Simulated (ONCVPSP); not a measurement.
**An all-electron radial function and its pseudo partner (Rb)**

Columns: radius, all-electron u(r) and pseudo u(r) of the 4s shell (level -31.66 eV) of rubidium in the configuration [Ar] 3d10 4s2 4p6 5s1; BLYP, scalar-relativistic, ONCV scheme, ONCVPSP 4.0.1.

```csv
r (bohr),all-electron,pseudo
0.125,0.3023,0.1301
0.250,-0.1921,0.2568
0.375,-0.4830,0.3773
0.500,-0.3250,0.4891
0.625,0.0220,0.5897
0.750,0.3710,0.6765
0.875,0.6435,0.7467
1.000,0.8221,0.7977
1.125,0.9171,0.8282
1.250,0.9464,0.8382
1.375,0.9285,0.8292
1.500,0.8795,0.8033
1.625,0.8121,0.7623
1.750,0.7357,0.7088
1.875,0.6569,0.6455
2.000,0.5799,0.5766
2.125,0.5074,0.5069
2.250,0.4407,0.4406
2.375,0.3805,0.3805
2.500,0.3270,0.3270
2.625,0.2799,0.2798
2.750,0.2387,0.2387
2.875,0.2030,0.2030
3.000,0.1723,0.1722
3.125,0.1458,0.1458
3.250,0.1232,0.1232
```

Question: How many radial nodes do the two functions have?

Answer: The all-electron 4s function has n − l − 1 = 3 (the table is too coarse to show those close to the nucleus); the pseudo-wave has 0, since the states of the same l below it are removed with the core.

Question: At about which radius was the pseudo-wave matched?

Answer: 2.30 bohr. The columns agree to 0.0005 from 2.12 bohr on; several derivatives are matched, so the curves merge somewhat inside the radius.

Question: Is the pseudo-wave norm-conserving?

Answer: Yes: the ONCV scheme keeps the norm inside the radius equal to the all-electron one, which fixes the energy derivative of the logarithmic derivative at the level.
